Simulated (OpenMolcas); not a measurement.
Nb3+ (d2) in a complex was computed by SS-CASPT2, IPEA 0.25 Eh, imaginary shift 0.1 Eh with the d shell active (OpenMolcas, ANO-RCC-VDZP on the metal). Its lowest spin-free states, and all those of the highest spin:

```tsv
2S+1	Degeneracy	E (cm-1)
3	1	0
1	2	6390
3	3	6930
3	3	10840
1	1	11890
1	3	12530
1	3	14610
3	3	16500
1	2	20360
1	3	21780
1	1	30650
```

Q: Is the site octahedral, tetrahedral or cube-like, axial, or of lower symmetry?

A: The states with 2S+1 = 3 have orbital degeneracies 1, 3, 3, 3. Threefold states need a cubic site. For d2 at this spin an octahedron puts the threefold T1 below the threefold T2 and a tetrahedron or cube puts the single A2 below the threefold T2, so the site is a tetrahedron or a cube, which this pattern cannot tell apart. The first gap at this spin, 6930 cm-1, is |10Dq| in ligand-field theory. The run had Nb3+ with 4 ligands (bromide) in tetrahedral coordination (Td) at 2.5 Å. A charge of +0.25 e stands 3.2 Å behind each ligand. Ligand basis ANO-RCC-VDZP.

Roots that are degenerate in the reference are averaged as groups; the widest CASPT2 spread within a group is 560 cm-1 (the 3-fold group of multiplicity 3 near 16500 cm-1 above the lowest state of its run). Shifts and gaps below about the spread of the groups concerned are not significant. Over all roots computed the reference weight is 0.73 to 0.75; a low but even weight reflects the number of correlated electrons. The least metal-like active orbital is 77 % on the metal (Löwdin) and no ligand orbital is active, so the numbers are rough. Ligand-to-metal charge-transfer states are missing. These CASPT2 states fit no ligand-field parameters well, so their order and spin gaps are uncertain. With no ligand orbital active B as a rule stays too high, so bands that hang on it stand too high and its fall with covalency is understated. With one d shell and no ligand orbital active, 10Dq can be off by a tenth or more. No measured value stands beside these numbers; the geometry is a model, was not optimised and need not be the one that this ion takes.
